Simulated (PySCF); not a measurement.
Be(NH2)(NMe2) (C2H8BeN2), SMILES C[N](C)[Be][NH2]. Atoms are numbered in the order given.

```xyz
13

Be     0.0000     0.0000     1.0171
N      0.0000     0.0000     2.5189
H      0.8251     0.0000     3.1086
H     -0.8251     0.0000     3.1086
N      0.0000     0.0000    -0.4900
C      0.0000     1.2002    -1.2850
C      0.0000    -1.2002    -1.2850
H     -0.8898     1.2649    -1.9443
H      0.8898     1.2649    -1.9443
H      0.0000     2.0970    -0.6453
H      0.8898    -1.2649    -1.9443
H     -0.8898    -1.2649    -1.9443
H      0.0000    -2.0970    -0.6453
```

Geometry: PBE0-D3(BJ)/def2-SVP. Other conformers were not sampled.

Level of theory: PBE/def2-TZVP (PySCF).

ESP charges are fitted to the potential on shells at 1.4 to 2.0 van der Waals radii. Atomic charges (e):

| atom | Mulliken | IAO | ESP fit | Löwdin |
|---|---|---|---|---|
| Be1 | 0.09 | 1.53 | 0.81 | -0.03 |
| N2 | -0.53 | ? | -1.36 | -0.29 |
| H3 | 0.20 | ? | 0.44 | 0.16 |
| H4 | 0.20 | ? | 0.44 | 0.16 |
| N5 | 0.03 | -0.88 | -0.24 | -0.01 |
| C6 | -0.33 | ? | -0.55 | -0.34 |
| C7 | -0.33 | ? | -0.55 | -0.34 |
| H8 | 0.10 | 0.11 | 0.18 | 0.11 |
| H9 | 0.10 | 0.11 | 0.18 | 0.11 |
| H10 | 0.12 | 0.14 | 0.15 | 0.13 |
| H11 | 0.10 | 0.11 | 0.18 | 0.11 |
| H12 | 0.10 | 0.11 | 0.18 | 0.11 |
| H13 | 0.12 | 0.14 | 0.15 | 0.13 |

Q: Fill in the missing entries. (The exact figures need the calculation; the answer reports its results.)

A: 
- N2, IAO: -1.28
- H3, IAO: 0.26
- H4, IAO: 0.26
- C6, IAO: -0.31
- C7, IAO: -0.31
